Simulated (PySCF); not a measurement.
CH₃BrClGa.
SMILES with atom numbers: `[CH3:1][Ga:2]([Cl:3])[Br:4]` (hydrogens: H5, H6, H7 on C1)

Structure used (PBE0-D3(BJ)/def2-SVP), in Å, numbered top down from 1:
```xyz
7
CH3BrClGa angstrom
C     -0.929   -0.412    0.137
Ga     0.863    0.341    0.126
Cl     2.616   -0.864   -0.153
Br     1.281    2.574    0.374
H     -1.434   -0.133   -0.800
H     -0.891   -1.507    0.215
H     -1.504    0.006    0.975
```

Computed, not measured: MP2 and CCSD/aug-cc-pVDZ in PySCF, restricted Hartree–Fock reference, frozen core, non-relativistic, gas phase, PBE0-D3(BJ)/def2-SVP geometry.

E(HF) = -4994.86481 Eh.

(1) How large is the problem?

(2) What are the MP2 and CCSD correlation energies?

(3) What is the T1 diagnostic?

(4) How does correlation change the dipole moment?

Answers

(1) 149 basis functions and 92 electrons; 24 orbitals frozen, which leaves o = 22 correlated occupied and v = 103 virtual orbitals. That is o·v = 2266 singles and o·v(o·v + 1)/2 = 2568511 distinct closed-shell doubles amplitudes before symmetry; the costliest CCSD step grows as o²v⁴ = 5.4 × 10^10.

(2) MP2 -0.5217 Eh and CCSD -0.5618 Eh, which gives totals of -4995.38655 and -4995.42659 Eh. That is 0.347 eV for each correlated electron at CCSD (1475 kJ/mol in all, 0.011 % of the total energy); MP2 gives 92.9 % of the CCSD value.

(3) 0.0087, below the customary warning level of 0.02. It is the norm of the spatial-orbital singles amplitudes over the root of the number of correlated electrons, so the norm is 0.058.

(4) HF gives 2.82 D and CCSD (unrelaxed density) 2.57 D, a change of -0.25 D.

No triples correction and no basis-set extrapolation were made.
